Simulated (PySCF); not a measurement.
Correlation energy of N²⁺ (nitrogen, charge +2)

[He] 2s1 2p1 3d1, one real determinant (an excited configuration). Calculation: PySCF 2.14, in aug-cc-pVTZ with one added diffuse shell each of s, p, d, f type (6s5p4d3f, 62 functions); no relativity, point nucleus. Frozen: 1s2; 3 electrons correlated.

MP2 pair energies summed by pair of shells (mhartree):

| pair | energy | share (%) |
| --- | --- | --- |
| 2s-3d | -3.56 | 39.1 |
| 2s-2p | -3.54 | 38.8 |
| 2p-3d | -2.02 | 22.1 |

Total MP2 correlation energy: -9.12 mhartree.

Same-spin part -9.12 and opposite-spin part 0.00 mhartree; SCS-MP2 scales them by 1/3 and 6/5 to -3.04 mhartree.

The reference is one real determinant that mixes LS terms of this configuration.
